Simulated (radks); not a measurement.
Valence configurations of the rhenium ion Re+ (all share [Xe]). All-electron calculation, scalar-relativistic Kohn-Sham, PBE, spin-polarised, spherical densities, point nucleus; open shells are filled with parallel spins first (spin-orbit coupling, left out, can overturn this in heavy ions). Program: a radial shooting solver on a logarithmic mesh with Libxc functionals. Energies are relative to 4f14 5d5 6s1; eigenvalues in eV for spin up.

| valence | E (eV) | moment (Bohr magnetons) | e(4f) | e(5d) | e(6p) | e(6s) |
|---|---|---|---|---|---|---|
| 4f14 5d5 6s1 | 0.000 | 6 | -49.756 | -14.124 | - | -13.576 |
| 4f14 5d5 6p1 | 6.162 | 6 | -51.283 | -15.432 | -8.243 | - |
| 4f14 5d6 | 2.969 | 4 | -47.263 | -12.128 | - | - |
| 4f13.5 5d5 6s1.5 | 20.596 | 6 | -56.394 | -15.793 | - | -14.136 |
| 4f13.5 5d5 6s1 6p0.5 | 22.396 | 7 | -57.085 | -16.497 | -8.279 | -14.758 |
| 4f13.5 5d5 6p1.5 | 28.950 | 7 | -58.596 | -17.787 | -9.011 | - |
| 4f14 5d3 6s1 6p2 | 16.783 | 6 | -59.055 | -20.444 | -10.282 | -17.446 |
| 4f13 5d6 6s1 | 42.660 | 6 | -60.146 | -15.307 | - | -13.778 |
| 4f12 5d5 6s2 6p1 | 103.95 | 8 | -79.304 | -22.880 | -9.713 | -17.151 |
| 4f14 5d4 6s1 6p1 | 7.508 | 6 | -54.341 | -17.309 | -8.923 | -15.564 |

NIST lists [Xe] 4f14 5d5 6s1 as the ground configuration; this level of theory agrees among the configurations tried. The energies are those of spherical high-spin densities, not of single terms.
